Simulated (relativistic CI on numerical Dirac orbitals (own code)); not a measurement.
Sr²⁰⁺: sensitivity of the levels to the model

Base calculation: Dirac-Coulomb-Breit CI, separate exchange-only KLI orbitals for each configuration, a model potential for QED, unscaled Slater integrals.

Configuration list (outside the closed core [Ne]): 3s2 3p6, 3s2 3p5 3d, 3s 3p6 3d, 3s2 3p5 4s, 3s2 3p5 4p, 3s2 3p5 4d, 3s 3p6 4s, 3s2 3p5 4f, 3s 3p6 4p, 3p6 3d 4p, 3s 3p6 4d, 3s 3p6 4f, 3s2 3p5 5s, 3s2 3p5 5p, 3s2 3p5 5d, 3s2 3p5 5f, 3s2 3p5 5g, 3s 3p6 5s, 3s 3p6 5p, 3s2 3p5 6s, 3s2 3p5 6p, 3s 3p6 5d, 3p6 3d2, 3p5 3d3, 3p5 3d2 4s, 3p5 3d2 4p, 3p5 3d2 4d, 3p6 3d 4s, 3p5 3d 4s2, 3p5 3d 4s 4p, 3p5 3d 4s 4d. Double excitations out of closed p, d and f shells are left out; levels of such configurations are missing from the list, as are those of other unlisted configurations, and high levels can miss mixing partners. These lack a partner that the ground configuration has and come out too high: 3s2 3p5 4f, 3s2 3p5 5s, 3s2 3p5 5p, 3s2 3p5 5d, 3s2 3p5 5f.

The lowest level and the first level of each name with at least 55 % of one term (blank where a level has no safe partner in the second run):

| Level | Base (eV) | Shift (eV) |
| --- | --- | --- |
| 3s2 3p6 1S_0 | 0.000 | 0.000 |
| 3s2 3p5 3d 3P°_0 | 95.392 | +0.874 |
| 3s2 3p5 3d 3P°_1 | 97.254 | +0.792 |
| 3s2 3p5 3d 3P°_2 | 101.080 | +0.594 |
| 3s2 3p5 3d 3F°_3 | 101.912 | +0.287 |
| 3s2 3p5 3d 3F°_4 | 101.982 | +0.470 |
| 3s2 3p5 3d 3D°_3 | 109.478 | -0.289 |
| 3s2 3p5 3d 3D°_1 | 114.126 | -0.313 |
| 3s2 3p5 3d 1P°_1 | 144.580 | -3.208 |
| 3s 3p6 3d 3D_1 | 195.792 | +0.262 |
| 3s 3p6 3d 3D_2 | 196.685 | +0.245 |
| 3s 3p6 3d 3D_3 | 198.489 | +0.263 |
| 3s 3p6 3d 1D_2 | 207.091 | -0.665 |
| 3p6 3d2 3F_2 | 398.319 | +0.318 |

At this charge energies of transitions that change n are usually good to better than 1 %, and those within a shell (Δn = 0) to a few per cent.

Q: One thing was changed in a second run, which moved the levels as shown. Which?
A. QED terms removed
B. valence Slater integrals scaled by 0.9
C. configuration mixing switched off
D. Breit term removed
E. one mean potential for all configurations

A: B. Valence Slater integrals scaled by 0.9. Scaling acts on the splittings between terms and on the mixing, and leaves the fine structure of pure LS terms nearly alone; in jj coupling it moves the levels of one term differently.

LS names give the leading component of a level, which can be under half, so a name can repeat, a term be missing and a line seem to break the LS rules.
